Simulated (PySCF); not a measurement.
Benzo[b]thiophene, C8H6S.
Bonds: C1–C2 (aromatic), C2–C3 (aromatic), C3–C4 (aromatic), C4–S5 (aromatic), S5–C6 (aromatic), C6–C7 (aromatic), C7–C8 (aromatic), C8–C9 (aromatic), C1–C9 (aromatic), C4–C8 (aromatic). Hydrogens: H10 on C1; H11 on C2; H12 on C3; H13 on C6; H14 on C7; H15 on C9.

A GFN2-xTB structure was refined with PBE0-D3(BJ)/def2-SVP geometry optimisation, gas phase (PySCF). Its GFN2-xTB values:

| coordinate | GFN2-xTB |
| --- | --- |
| C1–C2 | 1.395 Å |
| C1–C9 | 1.377 Å |
| C1–H10 | 1.080 Å |
| C2–C3 | 1.380 Å |
| C2–H11 | 1.080 Å |
| C3–C4 | 1.387 Å |
| C3–H12 | 1.079 Å |
| C4–S5 | 1.741 Å |
| C4–C8 | 1.408 Å |
| S5–C6 | 1.733 Å |
| C6–C7 | 1.348 Å |
| C6–H13 | 1.073 Å |
| C7–C8 | 1.427 Å |
| C7–H14 | 1.075 Å |
| C8–C9 | 1.396 Å |
| C9–H15 | 1.080 Å |
| C1–C9–C8 | 119.5° |
| C2–C1–C9 | 120.9° |
| C3–C4–S5 | 127.0° |
| C4–S5–C6 | 90.6° |
| C4–C8–C7 | 111.8° |
| S5–C6–C7 | 113.6° |
| C6–C7–C8 | 112.7° |
| C7–C8–C9 | 129.4° |

How do these coordinates change at the PBE0-D3(BJ)/def2-SVP level?

```tsv
coordinate	PBE0-D3(BJ)/def2-SVP (Å or °)	change
C6–H13	1.090	+0.017
C7–H14	1.091	+0.016
C3–H12	1.092	+0.013
C9–H15	1.093	+0.013
C2–H11	1.092	+0.012
C1–H10	1.092	+0.012
C6–C7	1.360	+0.012
C3–C4	1.398	+0.011
C1–C2	1.406	+0.011
C8–C9	1.406	+0.010
C7–C8	1.437	+0.010
C4–C8	1.417	+0.009
C1–C9	1.385	+0.008
C2–C3	1.387	+0.007
C4–S5	1.739	-0.002
S5–C6	1.733	0.000
C4–S5–C6	91.3	+0.7
S5–C6–C7	113.3	-0.3
C7–C8–C9	129.6	+0.2
C1–C9–C8	119.7	+0.2
C6–C7–C8	112.5	-0.2
C2–C1–C9	120.8	-0.1
C3–C4–S5	127.2	+0.2
C4–C8–C7	111.7	-0.1
```

The energy falls by 4.3 kJ/mol over 5 energy and gradient evaluations, the largest force component goes from 0.0128 to 1.3e-04 Eh/bohr, and the atoms move by 0.021 Å rms after alignment. Among the bonds, C6–H13 and C7–H14 change most and about equally (+0.016 to +0.017 Å). Bonds longer at the end by more than 0.005 Å: 14 of 16; shorter: 0. Rotational constants go from 3187, 1323, 934.8 to 3155, 1308, 924.9 MHz.

The run used 160 basis functions and 31 SCF cycles in all. Time: 58 s. Hardware: one thread, Arm Neoverse V1, shared host.

Stationary, but not proved a minimum.
